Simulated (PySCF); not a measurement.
## How methods differ on the fine-structure interval of Eu³⁶⁺

Eu³⁶⁺ [Ar] 3d9 [3d3/2^4 3d5/2^5, M_J = 5/2] → Eu³⁶⁺ [Ar] 3d9 [3d3/2^3 3d5/2^6, M_J = 3/2], as a difference of total energies. All numbers are calculated (PySCF 2.14, the two-component X2C-1e Hamiltonian, in an uncontracted even-tempered set (16 s from 7 bohr⁻², ratio 2.8; 13 p from 9 bohr⁻², ratio 2.8; 8 d from 9 bohr⁻², ratio 2.8; 3 f from 36 bohr⁻², ratio 3)). Correlated levels: [Ne] frozen; the 80 highest virtual spinors dropped. "Screened" scales the spin-orbit matrix elements by Boettger's factors to mimic the two-electron term; Breit and QED terms are absent.

```
                    method  fine-structure interval (cm⁻¹)
 GHF (screened spin-orbit)                          248160
GMP2 (screened spin-orbit)                          247860
     GHF (bare spin-orbit)                          295360
```
